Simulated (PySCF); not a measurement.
PySCF 2.14 output of an unrestricted BLYP calculation on a single atom or ion in x2c-TZVPPall with one added diffuse shell each of s, p, d type (6s6p4d1f, 51 functions), with scalar relativity by spin-free X2C-1e:

```
SCF conv_tol = 1e-09
number electrons alpha = 9  beta = 6
    A. D. Becke.,  Phys. Rev. A 38, 3098 (1988)
    C. Lee, W. Yang, and R. G. Parr.,  Phys. Rev. B 37, 785 (1988)
    B. Miehlich, A. Savin, H. Stoll, and H. Preuss.,  Chem. Phys. Lett. 157, 200 (1989)
cycle= 1 E= -341.797000188579  delta_E= -0.0145  |g|= 0.0241  |ddm|= 0.189
cycle= 2 E= -341.797295899411  delta_E= -0.000296  |g|= 0.0212  |ddm|= 0.0773
cycle= 3 E= -341.797592739913  delta_E= -0.000297  |g|= 0.00264  |ddm|= 0.0289
cycle= 4 E= -341.797594086458  delta_E= -1.35e-06  |g|= 0.00046  |ddm|= 0.0021
cycle= 5 E= -341.79759431011  delta_E= -2.24e-07  |g|= 1.1e-05  |ddm|= 0.00107
cycle= 6 E= -341.79759431018  delta_E= -6.95e-11  |g|= 9.64e-07  |ddm|= 1.64e-05
converged SCF energy = -341.79759431018  <S^2> = 3.7565142  2S+1 = 4.0032558
```

The run itself started from symmetry-adapted Hartree-Fock orbitals and held the occupation by maximum overlap, on a logarithmic radial grid, so the iterations belong to that start.

Question: Which element, charge and spin multiplicity is this?

Answer: P (phosphorus, neutral), multiplicity 4; the state was [Ne] 3s1 3p4, high-spin 4P determinant (an excited configuration).
